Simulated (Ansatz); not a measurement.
Compare A (`CC[SiH2][SiH2]F`) with its isomer B (`C[SiH](C)[SiH2]F`).

Computed with Ansatz on PBE0-D4/def2-TZVP structures; ΔE is electronic, products minus reactants. CCSD(T)/CBS is the MP2 limit (def2-TZVPP, def2-QZVPP) plus CCSD(T) − MP2 in def2-TZVPP, frozen cores. Functionals use def2-TZVPP. B3LYP here is the variant with VWN-RPA as its local correlation; programs differ in this. One conformer a species, not always the lowest.

(1) Which isomer does CCSD(T)/CBS put lower? Give the gap. (Estimate.)

(2) Give E(B) − E(A) in kcal/mol with HF/def2-TZVPP, B3LYP-D4, MP2/def2-TZVPP, ωB97M-V, PBE0-D4, r2SCAN-D4, CCSD/def2-TZVPP. (An estimate is asked.)

Largest T1 diagnostic: 0.011.

Answers

(1) Computed: B, by 12.3 kcal/mol.

(2) Computed: HF/def2-TZVPP -11.0, B3LYP-D4 -12.5, MP2/def2-TZVPP -12.6, ωB97M-V -12.8, PBE0-D4 -12.5, r2SCAN-D4 -13.2, CCSD/def2-TZVPP -11.8. None reverses the order clearly.

In def2-TZVPP, CCSD(T) changes the Hartree–Fock value by −0.9 kcal/mol (the triples alone add −0.1 kcal/mol) and MP2 by −1.6 kcal/mol.
